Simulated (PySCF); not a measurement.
PBE on Be (beryllium, neutral), [He] 2s1 3d1, high-spin 3D determinant (an excited configuration). Calculation: PySCF 2.14, in dyall-av3z (15s9p4d2f, 76 functions); no relativity, point nucleus.

```
cycle= 1 E= -14.3441816138543  delta_E= -0.00206  |g|= 0.0088  |ddm|= 0.118
cycle= 2 E= -14.3441881299072  delta_E= -6.52e-06  |g|= 0.00138  |ddm|= 0.00356
cycle= 3 E= -14.3441883219625  delta_E= -1.92e-07  |g|= 3.98e-05  |ddm|= 0.000335
cycle= 4 E= -14.3441883224608  delta_E= -4.98e-10  |g|= 2.58e-06  |ddm|= 9.44e-05
converged SCF energy = -14.3441883224608  <S^2> = 2.0000006  2S+1 = 3.0000004
```

Highest occupied orbital energy: 0.453 eV; ⟨L²⟩ = 6.00; populations by l: s 3.00, p 0.00, d 1.00, f 0.00.

(1) Can this result be used?

Results:

(1) Not for this state. The calculation finished and met its thresholds. The outer electron is Rydberg-like, and this basis confines it to a smaller radius and binds it less than a complete one would. At PBE the highest occupied level has a positive energy, so only the finite basis holds that electron; for this excited configuration the basis is too tight for the outer shell.
